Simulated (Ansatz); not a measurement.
Mulliken charges of Cl$_{2}$H$_{4}$HfN$_{2}$ (`[NH2][Hf]([NH2])([Cl])[Cl]`) from B3LYP/def2-TZVPP in Ansatz (PBE0-D4/def2-TZVP geometry).

```csv
atom,x (Å),y (Å),z (Å),charge (e)
N1,-1.421,0.323,0.854,-0.425
Hf2,0.293,0.583,-0.169,0.870
N3,0.946,-1.271,-0.580,-0.431
Cl4,-0.175,1.743,-2.172,-0.296
Cl5,1.852,1.701,1.208,-0.296
H6,-1.838,-0.563,1.098,0.149
H7,-2.003,1.071,1.206,0.138
H8,1.602,-1.798,-0.019,0.146
H9,0.745,-1.789,-1.425,0.145
```

Problem. By hand: the dipole of these point charges (1 e Å = 4.8032 D).

Solution. Σ q r = (-0.254, -0.560, 0.146) e Å, of length 0.632 e Å = 3.04 D.

Problem. How does the dipole of the full density compare? (Estimate.)

Solution. Computed: (-0.250, -0.593, 0.142) e Å, 3.17 D; the point charges give 0.96 times that, at 2° from its direction.

Point charges leave out the atoms' own dipoles, such as those of lone pairs, and Mulliken's split depends on the basis, so the close match here is no proof of good charges.

B3LYP here is the variant with VWN-RPA as its local correlation; programs differ in this.
